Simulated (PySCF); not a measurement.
A GIAO shielding run with PySCF 2.14 (density fitting, non-relativistic, gas phase) on SMILES O1B(N)OBOB1, B3H4NO3:

```
$ OMP_NUM_THREADS=1 python probes_run.py task.json out

{"job": {"kind": "nmr", "xc": "PBE0", "basis": "IGLO-III", "pop": true}, "charge": 0, "multiplicity": 1}
N      2.033914    -0.579517    -0.318849
B      0.720034    -0.203197    -0.043660
O     -0.345088    -0.973434    -0.491337
B     -1.624568    -0.611208    -0.198472
O     -1.865800     0.524266     0.535381
B     -0.823452     1.305071     0.972427
O      0.458339     0.948797     0.684877
H      2.824566    -0.040144     0.002067
H      2.258762    -1.415747    -0.837316
H     -2.547728    -1.283101    -0.579744
H     -1.047358     2.301872     1.609758
```

Hardware: 1 thread of an Arm Neoverse V2, shared host. The job also computes population analyses, field gradients, ring-centre shieldings.

**Question.** How large is the calculation?

**Answer.** 50 electrons, 285 basis functions and 705 auxiliary functions.

**Question.** How long does it take, and how much memory does it need?

**Answer.** 33 s of wall time, with 13 SCF cycles and 4 response iterations; peak memory 1.1 GiB. Times on a shared host scatter by some tens of per cent.

**Question.** And these other runs on the same molecule and hardware: GIAO shielding at PBE0/6-311+G(2d,p); GIAO shielding at PBE0/6-31G*; GIAO shielding at PBE0/aug-cc-pVDZ; GIAO shielding at PBE0/cc-pVDZ; GIAO shielding at PBE0/cc-pVTZ; GIAO shielding at PBE0/def2-SVP?

**Answer.** PBE0/6-311+G(2d,p): 213 functions, 21 s; PBE0/6-31G*: 106 functions, 8.3 s; PBE0/aug-cc-pVDZ: 197 functions, 20 s; PBE0/cc-pVDZ: 118 functions, 9.8 s; PBE0/cc-pVTZ: 266 functions, 32 s; PBE0/def2-SVP: 118 functions, 8.9 s.
